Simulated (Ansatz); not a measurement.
A made-up structure of ZnAlBH4, singlet:

```
7
angstrom
Al -0.1778 -0.0052 0.7821
B -0.8433 1.0010 -0.9281
Zn 1.3346 -1.4326 0.7834
H -1.6695 0.5520 -1.5901
H -0.3301 1.9685 -1.2790
H -0.7899 0.2721 2.1454
H 2.4700 -2.4991 0.7621
```

It is relaxed with PBE-D4/def2-SVP and then PBE0-D4/def2-TZVP (Ansatz 0.2.0). Atoms count as bonded within 1.22 times the sum of their covalent radii (H–H: 0.88 Å). The end point is not checked to be a true minimum.

Task: Does its bonding change? (A judgement: the text doesn't fix the answer.)

Result: Computed: No: no bond forms or breaks.

Where it ends: The first stage lowers the energy by 1.07 eV in 5 steps. It ends as ZnAlBH₄ ([BH2][AlH][ZnH]):
Al1  (-0.276, 0.077, 0.832)
B2  (-0.892, 1.047, -0.930)
Zn3  (1.560, -1.647, 0.792)
H4  (-1.741, 0.603, -1.654)
H5  (-0.373, 2.052, -1.335)
H6  (-0.990, 0.446, 2.217)
H7  (2.707, -2.722, 0.755)
(Å)

Labels in which every atom is bracketed show which atoms are joined, not bond orders.

For scale, one of the runs: PBE0-D4/def2-TZVP relaxation, 140 basis functions, launched by `ansatz run in.yaml --threads 2 --pin off --events-out ev --progress --plain --max-ram 4352MiB`. Hardware: 2 CPU threads of an Arm Neoverse V1, shared host. Wall time about 25 s.
